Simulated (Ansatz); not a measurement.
BF₂HOZn (`[OH][Zn][B](F)F`). Charge 0, multiplicity 1.

Cartesian coordinates in Å:
```
O 0.012 -1.948 1.343
Zn -0.013 -0.464 0.368
B -0.090 1.316 -0.647
F 0.269 1.416 -1.915
F -0.501 2.437 -0.082
H 0.323 -2.756 0.933
```

Problem. List the harmonic frequencies (cm⁻¹, unscaled) at PBE0-D4/def2-TZVP in Ansatz. (An estimate is asked.)

Solution. Computed: 83, 96, 117, 228, 277, 485, 579, 668, 709, 1227, 1347, 3922.

Problem. Is this a minimum?

Solution. Yes, all 12 modes are real.

Problem. Give the ideal-gas thermochemistry at 298.15 K and 1 bar (rigid rotor, harmonic oscillator; point group Cs, symmetry number 1).

Solution. Zero-point energy 58.2 kJ/mol; H(298) − E = 78.3 kJ/mol; entropy 349.2 J/(mol·K), of which translation 169.7, rotation 113.1, vibration 66.3; G(298) − E = -25.8 kJ/mol. Modes under 100 cm⁻¹ are hindered rotations or soft bends, so the harmonic entropy is rough.
